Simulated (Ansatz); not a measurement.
Start from `[CH3][Al]([F])[GeH3]` and change one atom or group to get `[CH3][Al]([F])[CH2][SiH3]`.

Ansatz, PBE0-D4/def2-TZVP geometries, multiplicity 1. Each molecule was computed in one conformer, which needn't be the lowest.

Scalar relativity is left out up to krypton.

| property | `[CH3][Al]([F])[GeH3]` |
| --- | --- |
| LUMO energy (PBE/def2-TZVPP) / eV | -2.09 |
| HOMO energy (B3LYP/def2-TZVPP) / eV | -7.38 |
| HOMO–LUMO gap (ωB97M-V/def2-TZVPP) / eV | 9.89 |
| size of the dipole moment (ωB97M-V/def2-TZVPP) / D | 1.75 |
| LUMO energy (ωB97M-V/def2-TZVPP) / eV | 0.30 |
| HOMO energy (PBE0/def2-TZVPP) / eV | -7.57 |

(1) Give the same properties after the change, and the shifts. (Best estimate.)

## Answers

(1) Computed: 
```json
{"property": "LUMO energy (PBE/def2-TZVPP) / eV", "`[CH3][Al]([F])[CH2][SiH3]`": "-1.33", "shift": "0.76"}
{"property": "HOMO energy (B3LYP/def2-TZVPP) / eV", "`[CH3][Al]([F])[CH2][SiH3]`": "-7.76", "shift": "-0.38"}
{"property": "HOMO–LUMO gap (ωB97M-V/def2-TZVPP) / eV", "`[CH3][Al]([F])[CH2][SiH3]`": "11.17", "shift": "1.28"}
{"property": "size of the dipole moment (ωB97M-V/def2-TZVPP) / D", "`[CH3][Al]([F])[CH2][SiH3]`": "1.86", "shift": "0.11"}
{"property": "LUMO energy (ωB97M-V/def2-TZVPP) / eV", "`[CH3][Al]([F])[CH2][SiH3]`": "1.01", "shift": "0.71"}
{"property": "HOMO energy (PBE0/def2-TZVPP) / eV", "`[CH3][Al]([F])[CH2][SiH3]`": "-7.98", "shift": "-0.41"}
```

With PBE0 the HOMO falls by 0.41 eV and the LUMO rises by 0.80 eV, so the gap widens by about 1.21 eV. PBE moves the HOMO by -0.27 eV and ωB97M-V by -0.57 eV. Dipoles are sizes alone; their direction can turn.

B3LYP here is the variant with VWN-RPA as its local correlation; programs differ in this.
